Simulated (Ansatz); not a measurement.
Molecule: BH, net charge 1, doublet state. SMILES of the parent species: [BH]

Atoms: B1, H2. Bonds: B1-H2.

Bond lengths (Å) and angles (degrees) optimised at HF/3-21G with Ansatz (a first-principles code); PBE/6-31G* with Ansatz; B3LYP/LANL2DZ with Ansatz; MP2/6-31G* with Ansatz, each started from the B3LYP-D3(BJ)/def2-TZVP structure (Ansatz) of the last column. A row stands for all coordinates that are equal there. 6-31G* holds six Cartesian d functions.

| coordinate | HF/3-21G | PBE/6-31G* | B3LYP/LANL2DZ | MP2/6-31G* | B3LYP-D3(BJ)/def2-TZVP |
|---|---|---|---|---|---|
| B1-H2 | 1.184 | 1.219 | 1.220 | 1.195 | 1.204 |

Mean signed difference of all 1 bond lengths from B3LYP-D3(BJ)/def2-TZVP: HF/3-21G -0.020 Å, PBE/6-31G* 0.015 Å, B3LYP/LANL2DZ 0.015 Å, MP2/6-31G* -0.010 Å.
